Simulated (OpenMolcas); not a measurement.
# Ru5+: moving or changing the point charges

Ru5+ among 2 point charges of -2.5 e arranged as a linear pair (D∞h), 2.09 Å from the ion.

```json
{
 "Program": "OpenMolcas 26.06",
 "Method": "CASSCF",
 "Basis": "ANO-RCC-VDZP [6s5p3d1f]",
 "Scalar Hamiltonian": "DKH2, point nucleus",
 "Active space": "3 electrons in 5 orbitals (4d)",
 "State averaging": "2S+1 = 4 even, 10 roots; 2S+1 = 2 even, 40 roots",
 "Spin-orbit coupling": "state interaction with AMFI integrals over the reference wave functions"
}
```

Runs around this geometry, states (labels by Λ). Energies in cm-1 above the lowest state or level, χT in cm3 K/mol.

```csv
R (Å),q (e),Ground state,First state of that spin,First gap with spin-orbit (degeneracies),χT at 300 K,First state of another spin
2.09,-1.62,4Π,4Σ 1332,"995.7 (2, 2)",0.179,2H 16067
1.93,-2.5,4Π,4Σ 4310,"691.1 (2, 2)",0.497,2Δ 13864
2.09,-2.5,4Π,4Σ 2611,"997.7 (2, 2)",0.318,2H 14878
2.31,-2.5,4Π,4Σ 1244,"1046 (2, 2)",0.208,2H 15730
```

Taking the first state of the same spin as R^-n, n = -ln(1244 / 4310) / ln(2.31 / 1.93) = 6.9 between the shortest and longest distance.

Scaling the charges by -1.62 / -2.5 = 0.65 scales the first state of the same spin by 1332 / 2611 = 0.51; with fixed orbitals a first-order splitting would follow the charge.

Without dynamic correlation the repulsion within the d shell is too large (B by tens of per cent), so at a given field states of lower spin stand too high. Spin-orbit coupling mixes the spin-free states strongly: the lowest level takes only 66 % from its leading state, 4Π (holds for R = 2.09, q = -1.62; R = 2.31, q = -2.5). Point charges carry no covalency, so the field is a model and not that of real ligands. No measured value stands beside these numbers.
